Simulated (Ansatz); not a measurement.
Spin states of Cl3Nb (SMILES [Cl][Nb]([Cl])[Cl]), each relaxed at B3LYP-D3(BJ)/def2-TZVP; lowest solutions found, singlets restricted, no spin–orbit coupling, no relativity up to Kr.
Multiplicity 3 (charge 0, multiplicity 3):
| atom | x (Å) | y (Å) | z (Å) |
|---|---|---|---|
| Nb | 0.0710 | -0.0001 | -0.0382 |
| Cl | 2.2241 | -0.4189 | -0.6617 |
| Cl | -0.9485 | -0.8405 | 1.8430 |
| Cl | -1.4046 | 1.3266 | -1.1992 |
Multiplicity 1 (charge 0, multiplicity 1):
```xyz
4

Nb    -0.014     0.017    -0.014
Cl     2.117    -0.401    -0.627
Cl    -0.846    -0.900     1.873
Cl    -1.315     1.351    -1.288
```

Codes used: Ansatz (Gaussian orbitals). Each number belongs to the level named beside it. In def2 rows elements past Kr take small-core potentials, without spin–orbit coupling.

The energy of multiplicity 1 less that of multiplicity 3 (kcal/mol) and the share of exact exchange:

```tsv
functional	exact exchange (%)	value
PBE/def2-TZVPP	0	9.26
PBE0/def2-TZVPP	25	12.35
BLYP/def2-TZVPP	0	6.15
B3LYP/def2-TZVPP	20	8.26
BHLYP/def2-TZVPP	50	11.43
r2SCAN/def2-TZVPP	0	13.19
r2SCANh/def2-TZVPP	10	14.14
```

Task: Take the value as linear in the share of exact exchange along PBE and PBE0. Give the slope, say whether the sign turns, and set the other functionals against that line.

Result: 
Slope: (12.35 − (9.26))/2.5 = 1.24 kcal/mol for each 10 %. The line keeps its sign from 0 to 100 %. At 50 % it gives 15.4 kcal/mol. The LYP pair gives (11.43 − (6.15))/5 = 1.06 for each 10 %. BHLYP, at 50 %, lies -4.0 from the PBE line. B3LYP, at 20 %, lies -3.5 from the PBE line. r2SCAN, with none, stands 3.9 from PBE. The r2SCAN pair gives 0.95 for 10 %.

Ansatz is a program for electronic structure.
